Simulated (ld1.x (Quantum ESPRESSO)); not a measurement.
**Configuration tests for Be (TM semilocal)**

Be, norm-conserving Troullier–Martins (semilocal form), made with ld1.x (Quantum ESPRESSO) 7.5 (LDA (PZ), non-relativistic). Core none, reference 1s2 2s1.5 2p0.5. Waves: 2p (bound): rc 3.50 bohr; 1s (bound): rc 0.40 bohr. Local part: the s channel. Core correction: none.

Occupied shells without a wave of their own: 2s. They enter only through the test configuration that unscreens the potential.

Energies are relative to the spin-unpolarised reference configuration 1s2 2s1.5 2p0.5; without spin polarisation the order of configurations can differ from experiment. Spin-polarised rows fill each open shell by Hund’s rule, majority spin first.

| valence configuration | charge | ΔE all-electron (eV) | error AE − PS (meV) |
| --- | --- | --- | --- |
| 1s2 2s2 2p0 | 0 | -1.754 | -8.7 |
| 1s2 2s1 2p0 | +1 | 7.764 | +31 |
| 1s2 2s0 2p0 | +2 | 25.540 | +98 |
| 1s1 2s2 2p0 | +1 | 124.946 | +237 |
| 1s2 2s1 2p1 | 0 | 1.763 | +1.1 |
| 1s2 2s1.5 2p0 | +0.5 | 1.997 | +7.6 |
| 1s2 2s1 2p0 (spin-polarised) | +1 | 7.289 | +29 |

Task: What are ΔE and the potential's error for 1s2 2s0 2p2?

Result: ΔE = 5.313 eV all-electron; the error (AE − PS) is -22 meV.

Task: What are ΔE and the potential's error for 1s2 2s1.5 2p0.5 (spin-polarised)?

Result: ΔE = -0.224 eV all-electron; the error (AE − PS) is +4.1 meV.

The 2s level has no wave, so the channel is fitted at the deeper level alone: the likely source of the large errors.
